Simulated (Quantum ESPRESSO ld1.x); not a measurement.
Q: The mean radii <r> (bohr) of the occupied orbitals of an atom or ion are listed with their occupations. Method: scalar-relativistic Kohn-Sham, LDA (Slater exchange, Perdew-Zunger correlation), spin-polarised, spherical densities, point nucleus; computed with ld1.x of Quantum ESPRESSO 7.5.

orbital  occ.      <r>
1s up       1  0.03432
1s down     1  0.03432
2s up       1   0.1498
2s down     1   0.1498
2p up       3   0.1304
2p down     3   0.1304
3s up       1   0.4160
3s down     1   0.4159
3p up       3   0.4167
3p down     3   0.4166
3d up       5   0.3987
3d down     5   0.3985
4s up       1    1.034
4s down     1    1.032
4p up       3    1.124
4p down     3    1.123
4d up       2    1.373

Name the element and its charge. Open shells, if any, are filled with parallel spins first.

A: Z = 43, technetium, charge +5: Tc5+ in [Kr] 4d2. The 1s radius gives Z: for a bare nucleus <r> = (2 gamma + 1)/(2Z) with gamma = sqrt(1 - (Z/c)^2), 0.03371 bohr for Z = 43, and screening makes it slightly larger (0.03432 here). The occupations add up to 38, and the charge is Z minus that.
